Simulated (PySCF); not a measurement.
I₄Ti, quintet, at a GFN2-xTB geometry of the parent state (such geometries of metal compounds can be far from the true shape) (another spin typed on purpose, not shown lowest) (all electrons, no relativity) (in this run its highest filled SCF level lies above zero, so its values depend strongly on the basis, on diffuse functions most of all); PBE0/STO-3G run with PySCF.

Here is a job for PySCF.
```python
from pyscf import gto, scf, dft

mol = gto.Mole()
mol.atom = '''
    Ti   -0.000000    0.000000   -0.000000
    I     2.095241   -0.595467   -1.496032
    I     0.787832    0.442030    2.483275
    I    -1.173643    2.168196   -0.950901
    I    -1.709430   -2.014759   -0.036342
'''
mol.basis = 'sto-3g'
mol.charge = 0
mol.spin = 4
mol.verbose = 4
mol.build()

mf = dft.UKS(mol)
mf.xc = 'pbe0'
mf.kernel()
mf.analyze()
```

It wrote (shortened):

```
PySCF version 2.14.0

[INPUT] verbose = 4
[INPUT] num. atoms = 5
[INPUT] num. electrons = 234
[INPUT] charge = 0
[INPUT] spin (= nelec alpha-beta = 2S) = 4
[INPUT] symmetry False subgroup None
[INPUT] Mole.unit = angstrom
[INPUT] Symbol           X                Y                Z      unit          X                Y                Z       unit  Magmom
[...]
nuclear repulsion = 3000.84264088274
number of shells = 52
number of NR pGTOs = 378
number of NR cGTOs = 126
basis = sto-3g
ecp = {}

******** <class 'pyscf.dft.uks.UKS'> ********
method = UKS
initial guess = minao
damping factor = 0
level_shift factor = 0
DIIS = <class 'pyscf.scf.diis.CDIIS'>
diis_start_cycle = 1
diis_space = 8
diis_damp = 0
SCF conv_tol = 1e-09
SCF conv_tol_grad = None
SCF max_cycles = 50
direct_scf = True
direct_scf_tol = 1e-13
number electrons alpha = 119  beta = 115
XC library pyscf.dft.libxc version 7.1.2
    S. Lehtola, C. Steigemann, M. J. T. Oliveira, and M. A. L. Marques,  SoftwareX 7, 1–5 (2018)
XC functionals = pbe0
    C. Adamo and V. Barone,  J. Chem. Phys. 110, 6158 (1999)
    M. Ernzerhof and G. E. Scuseria,  J. Chem. Phys. 110, 5029 (1999)
radial grids:
    Treutler-Ahlrichs [JCP 102, 346 (1995); DOI:10.1063/1.469408] (M4) radial grids

becke partition: Becke, JCP 88, 2547 (1988); DOI:10.1063/1.454033
pruning grids: <function nwchem_prune>
grids dens level: 3
symmetrized grids: False
atomic radii adjust function: <function treutler_atomic_radii_adjust>
small_rho_cutoff = 0
Set gradient conv threshold to 3.16228e-05
tot grids = 108736
init E= -28163.3682842564

cycle= 1 E= -28250.6997387821  delta_E= -87.3  |g|=  0.3  |ddm|= 2.83

cycle= 2 E= -28250.7079463046  delta_E= -0.00821  |g|= 0.215  |ddm|= 1.34

cycle= 3 E= -28250.6722951024  delta_E= 0.0357  |g|= 0.214  |ddm|= 1.65

cycle= 4 E= -28250.7670350458  delta_E= -0.0947  |g|= 0.0543  |ddm|= 1.23

cycle= 5 E= -28250.7726235038  delta_E= -0.00559  |g|= 0.0221  |ddm|= 0.383

cycle= 6 E= -28250.7738057208  delta_E= -0.00118  |g|= 0.00557  |ddm|= 0.175

cycle= 7 E= -28250.7738978872  delta_E= -9.22e-05  |g|= 0.00325  |ddm|= 0.0511

cycle= 8 E= -28250.7739264058  delta_E= -2.85e-05  |g|= 0.00163  |ddm|= 0.022

cycle= 9 E= -28250.773958653  delta_E= -3.22e-05  |g|= 0.000696  |ddm|= 0.041

cycle= 10 E= -28250.7739695207  delta_E= -1.09e-05  |g|= 0.000437  |ddm|= 0.0276

cycle= 11 E= -28250.7739746158  delta_E= -5.1e-06  |g|= 0.000262  |ddm|= 0.0196

cycle= 12 E= -28250.7739774407  delta_E= -2.82e-06  |g|= 0.000169  |ddm|= 0.0161

cycle= 13 E= -28250.7739794115  delta_E= -1.97e-06  |g|= 0.000125  |ddm|= 0.0146

cycle= 14 E= -28250.7739803129  delta_E= -9.01e-07  |g|= 0.000118  |ddm|= 0.00723

cycle= 15 E= -28250.7739817071  delta_E= -1.39e-06  |g|= 0.000114  |ddm|= 0.0112

cycle= 16 E= -28250.7739823462  delta_E= -6.39e-07  |g|= 0.000112  |ddm|= 0.00516

cycle= 17 E= -28250.7739845313  delta_E= -2.19e-06  |g|= 0.000112  |ddm|= 0.0179

cycle= 18 E= -28250.7739857949  delta_E= -1.26e-06  |g|= 0.000108  |ddm|= 0.0104

cycle= 19 E= -28250.773987865  delta_E= -2.07e-06  |g|= 0.000107  |ddm|= 0.0172

cycle= 20 E= -28250.7739905812  delta_E= -2.72e-06  |g|= 0.000108  |ddm|= 0.0229

cycle= 21 E= -28250.7739923281  delta_E= -1.75e-06  |g|= 0.000105  |ddm|= 0.015

cycle= 22 E= -28250.7739943485  delta_E= -2.02e-06  |g|= 0.000108  |ddm|= 0.0177

cycle= 23 E= -28250.7739969827  delta_E= -2.63e-06  |g|= 9.82e-05  |ddm|= 0.0239

cycle= 24 E= -28250.7740059146  delta_E= -8.93e-06  |g|= 0.00118  |ddm|= 0.235

cycle= 25 E= -28250.7740084945  delta_E= -2.58e-06  |g|= 0.000266  |ddm|= 0.0929

cycle= 26 E= -28250.774006871  delta_E= 1.62e-06  |g|= 0.000121  |ddm|= 0.0325

cycle= 27 E= -28250.7740093841  delta_E= -2.51e-06  |g|= 0.000646  |ddm|= 0.119

cycle= 28 E= -28250.7740099308  delta_E= -5.47e-07  |g|= 0.000144  |ddm|= 0.0617

cycle= 29 E= -28250.7740096442  delta_E= 2.87e-07  |g|= 0.000522  |ddm|= 0.0796

cycle= 30 E= -28250.7740108148  delta_E= -1.17e-06  |g|= 0.000159  |ddm|= 0.0247

cycle= 31 E= -28250.7740107142  delta_E= 1.01e-07  |g|= 0.000145  |ddm|= 0.0233

cycle= 32 E= -28250.7740109117  delta_E= -1.98e-07  |g|= 2.41e-05  |ddm|= 0.0175

cycle= 33 E= -28250.774010914  delta_E= -2.33e-09  |g|= 6.11e-06  |ddm|= 0.000482

cycle= 34 E= -28250.7740109141  delta_E= -4e-11  |g|= 7.83e-06  |ddm|= 0.0004

Extra cycle  E= -28250.7740109137  delta_E= 4.29e-10  |g|= 1.98e-05  |ddm|= 0.00017
converged SCF energy = -28250.7740109137  <S^2> = 6.0035285  2S+1 = 5.0014112
**** SCF Summaries ****
Total Energy =                      -28250.774010913650272
Nuclear Repulsion Energy =            3000.842640882737669
One-electron Energy =               -44911.508665631045005
Two-electron Energy =                13659.892013834660247
Two-electron Coulomb Energy =        14406.441634988041187
DFT Exchange-Correlation Energy =     -746.549621153380940
**** MO energy ****
                             alpha | beta                alpha | beta
[...]
To work with the spin densities directly, `use mulliken_meta_spin()` only printing them here.

 ** Mulliken spin pop alpha/beta on meta-lowdin orthogonal AOs **
 ** Mulliken Spin Density (per AO)  **
spin_pop of  0 Ti 1s        0.00000
spin_pop of  0 Ti 2s       -0.00000
spin_pop of  0 Ti 3s        0.00015
spin_pop of  0 Ti 4s        0.03184
spin_pop of  0 Ti 2px      -0.00000
spin_pop of  0 Ti 2py      -0.00000
spin_pop of  0 Ti 2pz      -0.00000
spin_pop of  0 Ti 3px       0.00005
spin_pop of  0 Ti 3py       0.00005
spin_pop of  0 Ti 3pz       0.00005
spin_pop of  0 Ti 4px       0.00415
spin_pop of  0 Ti 4py       0.00368
spin_pop of  0 Ti 4pz       0.00536
spin_pop of  0 Ti 3dxy      0.07322
spin_pop of  0 Ti 3dyz      0.68719
spin_pop of  0 Ti 3dz^2     0.21753
spin_pop of  0 Ti 3dxz      0.30517
spin_pop of  0 Ti 3dx2-y2    0.65811
spin_pop of  1 I 1s        0.00000
spin_pop of  1 I 2s        0.00000
spin_pop of  1 I 3s        0.00000
spin_pop of  1 I 4s        0.00000
spin_pop of  1 I 5s        0.00081
spin_pop of  1 I 2px       0.00000
spin_pop of  1 I 2py       0.00000
spin_pop of  1 I 2pz       0.00000
spin_pop of  1 I 3px       0.00000
spin_pop of  1 I 3py       0.00001
spin_pop of  1 I 3pz       0.00000
spin_pop of  1 I 4px       0.00004
spin_pop of  1 I 4py       0.00020
spin_pop of  1 I 4pz       0.00001
spin_pop of  1 I 5px       0.07778
spin_pop of  1 I 5py       0.40303
spin_pop of  1 I 5pz       0.02892
spin_pop of  1 I 3dxy      0.00000
spin_pop of  1 I 3dyz      0.00000
spin_pop of  1 I 3dz^2     0.00000
spin_pop of  1 I 3dxz     -0.00000
spin_pop of  1 I 3dx2-y2    0.00000
spin_pop of  1 I 4dxy      0.00001
spin_pop of  1 I 4dyz      0.00000
spin_pop of  1 I 4dz^2     0.00002
spin_pop of  1 I 4dxz     -0.00002
spin_pop of  1 I 4dx2-y2   -0.00001
spin_pop of  2 I 1s        0.00000
spin_pop of  2 I 2s        0.00000
spin_pop of  2 I 3s        0.00000
spin_pop of  2 I 4s        0.00000
spin_pop of  2 I 5s        0.00081
spin_pop of  2 I 2px       0.00000
spin_pop of  2 I 2py       0.00000
spin_pop of  2 I 2pz       0.00000
spin_pop of  2 I 3px       0.00000
spin_pop of  2 I 3py       0.00001
spin_pop of  2 I 3pz       0.00000
spin_pop of  2 I 4px       0.00009
spin_pop of  2 I 4py       0.00014
spin_pop of  2 I 4pz       0.00002
spin_pop of  2 I 5px       0.17967
spin_pop of  2 I 5py       0.29279
spin_pop of  2 I 5pz       0.03718
spin_pop of  2 I 3dxy      0.00000
spin_pop of  2 I 3dyz      0.00000
spin_pop of  2 I 3dz^2     0.00000
spin_pop of  2 I 3dxz      0.00000
spin_pop of  2 I 3dx2-y2    0.00000
spin_pop of  2 I 4dxy      0.00000
spin_pop of  2 I 4dyz      0.00001
spin_pop of  2 I 4dz^2    -0.00002
spin_pop of  2 I 4dxz      0.00001
spin_pop of  2 I 4dx2-y2    0.00000
spin_pop of  3 I 1s        0.00000
spin_pop of  3 I 2s        0.00000
spin_pop of  3 I 3s        0.00000
spin_pop of  3 I 4s        0.00000
spin_pop of  3 I 5s        0.00081
spin_pop of  3 I 2px       0.00000
spin_pop of  3 I 2py       0.00000
spin_pop of  3 I 2pz       0.00000
spin_pop of  3 I 3px       0.00001
spin_pop of  3 I 3py       0.00000
spin_pop of  3 I 3pz       0.00000
spin_pop of  3 I 4px       0.00018
spin_pop of  3 I 4py       0.00006
spin_pop of  3 I 4pz       0.00001
spin_pop of  3 I 5px       0.35923
spin_pop of  3 I 5py       0.12776
spin_pop of  3 I 5pz       0.02260
spin_pop of  3 I 3dxy      0.00000
spin_pop of  3 I 3dyz      0.00000
spin_pop of  3 I 3dz^2     0.00000
spin_pop of  3 I 3dxz      0.00000
spin_pop of  3 I 3dx2-y2    0.00000
spin_pop of  3 I 4dxy     -0.00001
spin_pop of  3 I 4dyz     -0.00000
spin_pop of  3 I 4dz^2     0.00001
spin_pop of  3 I 4dxz      0.00000
spin_pop of  3 I 4dx2-y2    0.00001
spin_pop of  4 I 1s        0.00000
spin_pop of  4 I 2s        0.00000
spin_pop of  4 I 3s        0.00000
spin_pop of  4 I 4s        0.00000
spin_pop of  4 I 5s        0.00069
spin_pop of  4 I 2px       0.00000
spin_pop of  4 I 2py       0.00000
spin_pop of  4 I 2pz       0.00000
spin_pop of  4 I 3px       0.00000
spin_pop of  4 I 3py       0.00000
spin_pop of  4 I 3pz       0.00001
spin_pop of  4 I 4px       0.00007
spin_pop of  4 I 4py       0.00004
spin_pop of  4 I 4pz       0.00012
spin_pop of  4 I 5px       0.13765
spin_pop of  4 I 5py       0.09438
spin_pop of  4 I 5pz       0.24830
spin_pop of  4 I 3dxy     -0.00000
spin_pop of  4 I 3dyz      0.00000
spin_pop of  4 I 3dz^2    -0.00000
spin_pop of  4 I 3dxz      0.00000
spin_pop of  4 I 3dx2-y2    0.00000
spin_pop of  4 I 4dxy     -0.00003
spin_pop of  4 I 4dyz      0.00001
spin_pop of  4 I 4dz^2    -0.00001
spin_pop of  4 I 4dxz      0.00001
spin_pop of  4 I 4dx2-y2    0.00002
 ** Mulliken Spin Density (per atom)  **
spin density of  0 Ti =      1.98653
spin density of  1 I =      0.51081
spin density of  2 I =      0.51072
spin density of  3 I =      0.51067
spin density of  4 I =      0.48127
 ** Mulliken pop alpha/beta on meta-lowdin orthogonal AOs **
 ** Mulliken pop       alpha | beta **
In total           119.00000 | 115.00000
 ** Mulliken atomic charges   ( Nelec_alpha | Nelec_beta ) **
charge of  0Ti =      0.45693  (    11.76480      9.77827 )
charge of  1I =     -0.10778  (    26.80930     26.29849 )
charge of  2I =     -0.10788  (    26.80930     26.29858 )
charge of  3I =     -0.10791  (    26.80929     26.29862 )
charge of  4I =     -0.13335  (    26.80731     26.32604 )
Dipole moment(X, Y, Z, Debye):  0.22669,  0.26534,  0.00424
```
